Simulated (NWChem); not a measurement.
# Atomisation of H6PSi2

```xyz
9

Si     0.0277     1.6651     0.4305
P      0.0000     0.0000    -1.1165
Si    -0.0277    -1.6651     0.4305
H     -0.2885     2.9752    -0.2377
H     -0.9664     1.4292     1.5408
H      1.4037     1.7535     1.0432
H      0.9664    -1.4292     1.5408
H      0.2885    -2.9752    -0.2377
H     -1.4037    -1.7535     1.0432
```
Charge 0, spin multiplicity 2.

Everything below was run with NWChem. All single points use one geometry, from UPBE/def2-SVP, a minimum by its harmonic frequencies.

Basis set: def2-TZVP. The atomisation energy is electronic alone: no zero-point, thermal, spin-orbit or counterpoise terms. No value is extrapolated to the basis-set limit. Free atoms are single determinants with multiplicities Si 3, P 4, H 2. Correlated methods freeze the same cores in atoms and molecule, 15 orbitals in all.

The cost column gives rough processor time relative to B3LYP; each entry includes its own SCF. Costs are the molecule's.

B3LYP has NWChem's definition, with VWN1-RPA local correlation. GW and range-separated runs recompute their integrals, the others keep them in memory, which bears on the times. The structure started from a generated list of species. The unpaired electrons of the parent sit in orbitals of symmetry b (C2 labels of the run); other states weren't searched. No SCF solution was tested for a lower state. Open-shell Hartree-Fock references start from PBE0 orbitals; any time given for them includes that run.

| method | atomisation energy (kcal/mol) | relative cost |
|---|---|---|
| B3LYP | ___ | 1 |
| MP2 | 548.2 | 4 |
| M06-2X | ___ | under 3 |
| PBE | 578.4 | under 3 |
| BHandHLYP | 578.8 | under 3 |
| LC-wPBE (omega 0.3 per bohr) | ___ | 10 |
| PBE0 | ___ | under 3 |
| HF | 440.7 | under 3 |

Problem. Some entries are withheld; supply them.

Solution. 
- B3LYP, atomisation energy (kcal/mol): 582.9
- M06-2X, atomisation energy (kcal/mol): 585.1
- LC-wPBE (omega 0.3 per bohr), atomisation energy (kcal/mol): 576.7
- PBE0, atomisation energy (kcal/mol): 578.0
